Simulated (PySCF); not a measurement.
This PySCF input asks for the NMR shieldings of SMILES CB([SiH3])/C=C/C#N, C4H8BNSi; the geometry comes from GFN2-xTB.

```python
import basis_set_exchange as bse
import numpy as np
from pyscf import gto, dft
from pyscf.prop import nmr

atoms = """
C    -0.918319    1.603920    0.500821
B    -0.515270    0.100117    0.266640
Si   -1.898348   -1.275135   -0.052914
C     0.966729   -0.315871    0.246818
C     1.911599    0.162376   -0.581144
C     3.224738   -0.336737   -0.602644
N     4.298285   -0.744314   -0.606833
H    -1.177393    2.034489   -0.469318
H    -0.132147    2.225977    0.925108
H    -1.809895    1.717611    1.115228
H    -1.389631   -2.554357   -0.566386
H    -2.608096   -1.594674    1.196821
H    -2.928889   -0.839841   -1.007107
H     1.274369   -1.121694    0.910127
H     1.697855    0.946123   -1.297129
"""
names = dict.fromkeys(["C", "B", "Si", "N", "H"], "pcSseg-1")
basis = {el: gto.basis.parse(bse.get_basis(n, elements=[el], fmt="nwchem")) for el, n in names.items()}
mol = gto.M(atom=atoms, basis=basis, charge=0, verbose=0)
mf = dft.RKS(mol, xc="PBE0")
mf.grids.level = 2
mf.grids.alignment = dft.numint.BLKSIZE   # the property module wants whole blocks of grid points
mf.conv_tol = 1e-9
mf.kernel()

calc = nmr.RKS(mf)   # GIAO
C = mf.mo_coeff
Co = C[:, mf.mo_occ > 0]
resp = mf.gen_response(singlet=True, hermi=2)
def vind(x):   # induced exchange potential for any number of trial vectors
    d = np.einsum("pi,xij,qj->xpq", C, 2 * x.reshape(-1, C.shape[1], Co.shape[1]), Co, optimize=True)
    return np.einsum("xpq,pi,qj->xij", resp(d - d.transpose(0, 2, 1)), C, Co, optimize=True).ravel()
mo1, _ = nmr.rhf.solve_mo1(calc, with_cphf=vind)
sigma = calc.kernel(mo1)
for i, s in enumerate(sigma):   # ppm
    print("%2d %-2s %9.2f" % (i, mol.atom_pure_symbol(i), np.trace(s) / 3))
```

Question: Give the expected output.

Answer: 
```
 0 C     164.62
 1 B      -2.47
 2 Si    462.93
 3 C       8.57
 4 C      81.24
 5 C      63.74
 6 N     -53.89
 7 H      30.53
 8 H      29.97
 9 H      29.73
10 H      28.29
11 H      27.96
12 H      28.12
13 H      23.29
14 H      26.56
```

These numbers come from an equivalent density-fitted implementation of the same equations, which agrees with the script to about 0.01 ppm for H and up to a few tenths of a ppm for heavy atoms, so last digits may differ.

Size and cost of the density-fitted run: 166 basis functions, 17 s wall time on 1 thread of an Arm Neoverse V2, shared host; peak memory 0.74 GiB.
